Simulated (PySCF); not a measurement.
## From computed data to an observable: dipole moment from atomic charges

MoO₂Cl₂, SMILES [O]=[Mo](=[O])([Cl])[Cl], multiplicity 1. Atoms are numbered in the order given.

```xyz
5

Mo     0.0000     0.0000    -0.2933
O      0.0000    -1.3290    -1.2872
O      0.0000     1.3290    -1.2872
Cl    -1.8707     0.0000     0.9680
Cl     1.8707     0.0000     0.9680
```
Charge 0, spin multiplicity 1.

Geometry: PBE0-D3(BJ)/def2-SVP. The spin state was assumed, not searched. The isomer is the one that the SMILES or the coordinates give; other isomers of the formula were not compared. The def2 effective core potentials stand for the cores of Mo; spin–orbit coupling is left out.

Charges (e) from PySCF with CAM-B3LYP/def2-TZVP:

```json
[
 {"atom": "Mo1", "ESP fit": "0.706", "Mulliken": "1.591"},
 {"atom": "O2", "ESP fit": "-0.251", "Mulliken": "-0.485"},
 {"atom": "O3", "ESP fit": "-0.251", "Mulliken": "-0.485"},
 {"atom": "Cl4", "ESP fit": "-0.102", "Mulliken": "-0.311"},
 {"atom": "Cl5", "ESP fit": "-0.102", "Mulliken": "-0.311"}
]
```

The dipole moment of the full density is 1.14 D.

Q: What dipole moment does each set of point charges give, and which comes closer to that of the density?

A: 
μ = Σ q r, and 1 e Å = 4.8032 D.
ESP fit: Σ q r = (0.000, 0.000, 0.242) e Å, |μ| = 1.16 D.
Mulliken: Σ q r = (0.000, 0.000, 0.180) e Å, |μ| = 0.86 D.
ESP fit comes closer in size. Point charges leave out the atoms' own dipoles (lone pairs, polarised bonds); fits to the potential absorb them, partitions of the density don't.
